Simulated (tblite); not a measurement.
Compound: CH10Si3.
Bonds: Si1–C2, C2–Si3, C2–Si4. Hydrogens: H5, H6, H7 on Si1; H8 on C2; H9, H10, H11 on Si3; H12, H13, H14 on Si4.

Computed with GFN2-xTB (tblite), gas phase: Langevin dynamics at 200 K from the optimised GFN2-xTB geometry, time step 0.5 fs, friction 0.01 fs⁻¹, 2000 steps. The instantaneous temperature is 2·E(kin)/(3Nk) with all 3N coordinates.

```csv
t (fs),T (K),E(pot) above start (eV),Si1–C2 (Å),C2–Si3 (Å),C2–Si4 (Å),Si1–H5 (Å)
0,155,0.000,1.902,1.902,1.902,1.467
25,137,0.126,1.887,1.914,1.911,1.477
50,179,0.286,1.933,1.891,1.892,1.422
75,213,0.307,1.894,1.867,1.932,1.529
100,130,0.367,1.912,1.961,1.884,1.458
125,185,0.314,1.891,1.858,1.890,1.454
150,160,0.292,1.938,1.917,1.922,1.533
175,187,0.272,1.879,1.928,1.901,1.414
200,217,0.234,1.881,1.879,1.930,1.461
225,218,0.273,1.953,1.909,1.923,1.509
250,214,0.325,1.859,1.944,1.898,1.449
275,167,0.299,1.916,1.928,1.897,1.460
300,130,0.334,1.935,1.921,1.937,1.509
325,133,0.284,1.888,1.880,1.893,1.430
350,177,0.246,1.911,1.903,1.931,1.478
375,163,0.383,1.864,1.885,1.915,1.498
400,178,0.422,1.941,1.960,1.840,1.420
425,225,0.344,1.929,1.921,1.975,1.443
450,197,0.387,1.884,1.848,1.899,1.509
475,222,0.280,1.918,1.950,1.903,1.462
500,174,0.264,1.909,1.917,1.939,1.457
525,160,0.366,1.872,1.911,1.869,1.504
550,193,0.383,1.977,1.950,1.964,1.446
575,261,0.428,1.847,1.913,1.902,1.479
600,301,0.349,1.948,1.920,1.862,1.498
625,246,0.434,1.935,1.906,1.941,1.424
650,244,0.437,1.821,1.970,1.883,1.495
675,215,0.385,2.025,1.864,1.893,1.476
700,263,0.330,1.928,1.968,1.978,1.425
725,228,0.492,1.862,1.865,1.838,1.519
750,242,0.559,2.006,1.856,1.972,1.452
775,289,0.346,1.867,2.010,1.873,1.433
800,269,0.443,1.927,1.874,1.900,1.522
825,279,0.353,1.903,1.949,1.937,1.466
850,206,0.370,1.950,1.968,1.878,1.424
875,181,0.388,1.892,1.786,1.899,1.506
900,150,0.328,1.883,1.986,1.957,1.476
925,166,0.332,1.920,1.880,1.866,1.430
950,179,0.327,1.904,1.932,1.980,1.511
975,229,0.253,1.895,1.953,1.879,1.474
1000,204,0.271,1.940,1.889,1.875,1.434
```

Problem. From 500 fs on, how do temperature and potential energy compare with equipartition?

Solution. The mean temperature of these 21 frames is 223 K against the target 200 K, and the mean potential energy 0.37 eV against 36 × kT/2 = 0.31 eV for 36 classical harmonic modes. For 14 atoms in a canonical ensemble the temperature itself scatters by T·√(2/(3N)) = 44 K; here its standard deviation is 44 K. The whole run lasts only 10 friction times of 100 fs, so these averages carry a wide statistical error.

Problem. What are the kinetic and total energies of the listed frame with the highest potential energy?

Solution. The one at 750 fs, 0.559 eV above the start. Its kinetic energy is 3NkT/2 = 0.438 eV at 242 K, so the sum is 1.00 eV; over the listed frames the sum runs from 0.28 to 1.00 eV, since the thermostat adds and removes energy.

Problem. How much do the listed bonds fluctuate from 500 fs on?

Solution. 
```json
{"bond": "Si1–C2", "at the start (Å)": "1.902", "mean (Å)": "1.915", "standard deviation (Å)": "0.049"}
{"bond": "C2–Si3", "at the start (Å)": "1.902", "mean (Å)": "1.918", "standard deviation (Å)": "0.051"}
{"bond": "C2–Si4", "at the start (Å)": "1.902", "mean (Å)": "1.909", "standard deviation (Å)": "0.042"}
{"bond": "Si1–H5", "at the start (Å)": "1.467", "mean (Å)": "1.469", "standard deviation (Å)": "0.033"}
```

The motion is classical and holds no zero-point motion.

The cost below is that of the whole dynamics run. Hardware: an x86-64 server with one thread (shared host). Cost: 9.0 s of wall time.
